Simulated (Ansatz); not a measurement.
Reaction (substitution at a C–Al bond): `[AlH2][CH2][AlH][GeH3]` + H–F → `F[CH2][AlH][GeH3]` + `[AlH3]`

Gas-phase electronic energies from Ansatz, PBE0-D4/def2-TZVP geometries. CCSD(T)/CBS is the MP2 limit (def2-TZVPP, def2-QZVPP) plus CCSD(T) − MP2 in def2-TZVPP, frozen cores. This one scheme is used for every species. Functionals use def2-TZVPP. B3LYP here is the variant with VWN-RPA as its local correlation; programs differ in this. For Ge outer-core shells are correlated without core-valence functions, which leaves a few kJ/mol of doubt a bond. Scalar relativity is left out up to krypton. Each species was taken in one conformer, which may not be the lowest.

```
             level  ΔE (kcal/mol)  difference from CCSD(T)/CBS
          B3LYP-D4           32.1                         -5.1
           ωB97M-V           33.8                         -3.4
            B2PLYP           33.4                         -3.8
            r2SCAN           34.8                         -2.4
              PBE0           34.4                         -2.8
             B3LYP           30.4                         -6.8
    MP2/def2-TZVPP           39.6                          2.4
SCS-MP2/def2-TZVPP           35.8                         -1.4
SCS-MP2/def2-QZVPP           36.5                         -0.7
     MP2/CBS(def2)           40.7                          3.5
       CCSD(T)/CBS           37.2                            0
```

Largest T1 diagnostic among the species: 0.012.

The D4 term adds +1.7 kcal/mol with B3LYP and +1.0 kcal/mol with PBE0; it sums over pairs of atoms, weighted by their polarisabilities, and B3LYP, whose exchange is more repulsive, gets the larger term. In def2-TZVPP, CCSD(T) changes the Hartree–Fock value by +8.0 kcal/mol (the triples alone add +1.0 kcal/mol) and MP2 by +11.5 kcal/mol. From PBE to PBE0 (25 % exact exchange), in def2-TZVPP and without D4, ΔE moves by +1.3 kcal/mol.

CCSD(T)/CBS has its own doubt, a few kJ/mol and more with outer-core shells, so smaller differences from it don't rank the levels.
